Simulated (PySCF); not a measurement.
## Barium: highly charged ions in a basis for the neutral atom

Ba¹⁸⁺ [Kr] 4d2, Ba¹⁹⁺ [Kr] 4d1. Calculation: PySCF 2.14, in Sapporo-DKH3-DZP-2012 (8s6p3d, 41 functions); scalar relativity by spin-free X2C-1e. No spin-orbit coupling, so a gap to NIST mixes the basis error with missing relativistic terms.

Changed run: basis of the neutral atom used for a highly charged ion. This setting is unsound on purpose.

```json
{"species": "Ba¹⁸⁺", "method": "UHF", "sound run (hartree)": "not run", "changed run (hartree)": "-8003.61999", "converged": "yes"}
{"species": "Ba¹⁸⁺", "method": "MN15", "sound run (hartree)": "not run", "changed run (hartree)": "-8011.52949", "converged": "yes"}
{"species": "Ba¹⁸⁺", "method": "LDA", "sound run (hartree)": "not run", "changed run (hartree)": "-7998.62298", "converged": "yes"}
{"species": "Ba¹⁹⁺", "method": "UHF", "sound run (hartree)": "not run", "changed run (hartree)": "-7985.68047", "converged": "yes"}
{"species": "Ba¹⁹⁺", "method": "MN15", "sound run (hartree)": "not run", "changed run (hartree)": "-7993.55697", "converged": "yes"}
{"species": "Ba¹⁹⁺", "method": "LDA", "sound run (hartree)": "not run", "changed run (hartree)": "-7980.63581", "converged": "yes"}
```

Ionisation energy of Ba¹⁸⁺:

| method | changed run (eV) | NIST (eV) |
| --- | --- | --- |
| UHF | 488.16 | 488 ± 3 |
| MN15 | 489.06 | 488 ± 3 |
| LDA | 489.46 | 488 ± 3 |

The contracted functions were made for the neutral atom and can be too rigid for a highly charged ion.
